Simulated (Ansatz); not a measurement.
Calculated with Ansatz (gas phase, PBE0-D4/def2-TZVP geometries, no zero-point term in ΔE). CBS: MP2 limit from def2 TZ/QZ plus the TZ coupled-cluster correction, frozen cores. Functionals use def2-TZVPP. B3LYP here is the variant with VWN-RPA as its local correlation; programs differ in this. For Ga, Se outer-core shells are correlated without core-valence functions, which leaves a few kJ/mol of doubt a bond. Scalar relativity is left out up to krypton. One conformer a species, not always the lowest.

Reaction (isomerisation): `C[CH2][GaH][SeH]` → `[CH3][Ga]([CH3])[SeH]`

Q: Is it downhill or uphill in electronic energy at CCSD(T)/CBS, and by how much? (Estimate.)

A: Computed: Downhill: ΔE = -48.7 kJ/mol.

Q: What do these levels give: PBE-D4, PBE0-D4, B2PLYP, PBE, r2SCAN, PBE0, B3LYP, HF/def2-TZVPP, SCS-MP2/def2-TZVPP, HF/def2-QZVPP, MP2/def2-QZVPP, SCS-MP2/def2-QZVPP? (An estimate is asked.)

A: Computed: PBE-D4 -44.9, PBE0-D4 -45.4, B2PLYP -49.5, PBE -46.4, r2SCAN -48.4, PBE0 -46.6, B3LYP -48.1, HF/def2-TZVPP -44.8, SCS-MP2/def2-TZVPP -49.5, HF/def2-QZVPP -44.3, MP2/def2-QZVPP -52.3, SCS-MP2/def2-QZVPP -49.2 kJ/mol.

Largest T1 diagnostic among the species: 0.011.

In def2-TZVPP, CCSD(T) changes the Hartree–Fock value by −4.4 kJ/mol (the triples alone add −0.3 kJ/mol) and MP2 by −8.0 kJ/mol.
